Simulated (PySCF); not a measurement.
C₂H₅ClSe.

```xyz
9

Se    -0.1958     0.0637     0.7989
Cl     1.3134     1.0563    -0.4289
C     -0.5807    -1.3784    -0.4415
C     -1.2017    -0.9157    -1.7502
H     -1.2624    -2.0287     0.1338
H      0.3544    -1.9357    -0.5979
H     -0.5267    -0.2181    -2.2680
H     -2.1585    -0.4009    -1.5749
H     -1.3825    -1.7765    -2.4144
```
Charge 0, spin multiplicity 1.

The structure is a stationary point at ωB97X-D3(BJ)/def2-SVP. One conformer was computed; it need not be the lowest.

Method: KT2/pcSseg-1 (PySCF). Non-relativistic, no solvent.

Problem. Give the absolute GIAO shielding of each atom: isotropic value and principal components (ppm). (The exact figures need the calculation; the answer reports its results.)

Solution. 
```json
[
 {"atom": "Se1", "σ(iso)": "428.8", "σ11": "-960.7", "σ22": "543.8", "σ33": "1703.3", "span": "2663.9"},
 {"atom": "Cl2", "σ(iso)": "1000.2", "σ11": "658.4", "σ22": "1049.2", "σ33": "1293.1", "span": "634.7"},
 {"atom": "C3", "σ(iso)": "139.8", "σ11": "122.7", "σ22": "139.0", "σ33": "157.8", "span": "35.1"},
 {"atom": "C4", "σ(iso)": "165.4", "σ11": "142.4", "σ22": "169.3", "σ33": "184.4", "span": "42.0"},
 {"atom": "H5", "σ(iso)": "28.7", "σ11": "22.9", "σ22": "26.7", "σ33": "36.4", "span": "13.5"},
 {"atom": "H6", "σ(iso)": "27.7", "σ11": "21.6", "σ22": "27.5", "σ33": "33.9", "span": "12.3"},
 {"atom": "H7", "σ(iso)": "29.2", "σ11": "23.9", "σ22": "31.0", "σ33": "32.9", "span": "9.0"},
 {"atom": "H8", "σ(iso)": "30.0", "σ11": "26.1", "σ22": "27.9", "σ33": "35.9", "span": "9.8"},
 {"atom": "H9", "σ(iso)": "29.6", "σ11": "24.6", "σ22": "26.8", "σ33": "37.4", "span": "12.8"}
]
```
